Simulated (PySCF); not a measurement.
C3H7NSi, SMILES [SiH3]N1CC=C1.

Coordinates come from a PBE-D3(BJ)/def2-SVP optimisation. The structure was generated by enumeration, and PubChem lists no compound with its InChIKey, so it may never have been made.

Calculation: PBE-D3(BJ)/def2-SVP (PySCF).

Frequencies are harmonic and unscaled.

| mode | ν (cm⁻¹) | IR (km/mol) | moving atoms (share of kinetic energy) |
|---|---|---|---|
| 1 | 96 | 1.0 | N 47 %, C 23 %, H 22 %, Si 9 % |
| 2 | 109 | 0.1 | H 88 %, C 9 % |
| 3 | 205 | 0.6 | H 34 %, C 34 %, N 23 %, Si 9 % |
| 4 | 411 | 25.1 | H 56 %, C 34 %, N 8 % |
| 5 | 521 | 13.8 | Si 46 %, C 31 %, H 15 % |
| 6 | 626 | 25.6 | H 85 %, C 10 % |
| 7 | 649 | 57.1 | H 85 %, Si 9 % |
| 8 | 678 | 34.2 | H 77 %, Si 13 %, C 10 % |
| 9 | 849 | 16.9 | H 57 %, C 39 % |
| 10 | 871 | 87.0 | H 93 % |
| 11 | 906 | 117.1 | C 50 %, H 48 % |
| 12 | 922 | 39.9 | H 67 %, C 29 % |
| 13 | 932 | 55.2 | H 94 % |
| 14 | 948 | 139.8 | H 65 %, C 26 % |
| 15 | 954 | 9.6 | H 65 %, C 32 % |
| 16 | 1018 | 61.0 | N 35 %, C 33 %, H 29 % |
| 17 | 1053 | 50.9 | H 46 %, N 28 %, C 26 % |
| 18 | 1064 | 2.8 | H 87 % |
| 19 | 1171 | 5.0 | H 75 %, C 19 % |
| 20 | 1198 | 72.7 | C 45 %, H 32 %, N 21 % |
| 21 | 1320 | 97.8 | N 37 %, C 37 %, H 26 % |
| 22 | 1398 | 20.0 | H 84 %, C 13 % |
| 23 | 1561 | 29.6 | C 87 %, H 13 % |
| 24 | 2106 | 174.7 | H 97 % |
| 25 | 2171 | 91.6 | H 98 % |
| 26 | 2181 | 103.6 | H 96 % |
| 27 | 2972 | 26.3 | H 95 % |
| 28 | 3035 | 13.2 | H 90 %, C 10 % |
| 29 | 3127 | 9.8 | H 91 %, C 9 % |
| 30 | 3217 | 0.4 | H 90 %, C 10 % |
